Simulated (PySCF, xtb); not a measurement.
C3H6BBr, SMILES CB(Br)C=C. One conformer was computed; it need not be the lowest.

Harmonic wavenumbers (cm⁻¹) from xtb 6.7.1 with GFN2-xTB at its own minimum, in rising order: 27, 61, 191, 263, 285, 339, 544, 579, 815, 831, 935, 982, 1026, 1036, 1174, 1311, 1394, 1412, 1476, 1491, 1641, 2974, 3019, 3022, 3030, 3088, 3110.

Problem. What does PBE0-D3(BJ)/def2-SVP run with PySCF give at its own minimum? (An estimate is asked for; the answer gives what the named calculation found.)

Solution. 56, 75, 208, 272, 341, 348, 583, 590, 794, 847, 986, 1015, 1038, 1052, 1191, 1298, 1329, 1423, 1428, 1431, 1686, 3054, 3138, 3150, 3165, 3177, 3248. Paired by order, the mean absolute difference is 48 cm⁻¹ and the zero-point energies are 51.5 and 52.8 kcal/mol.
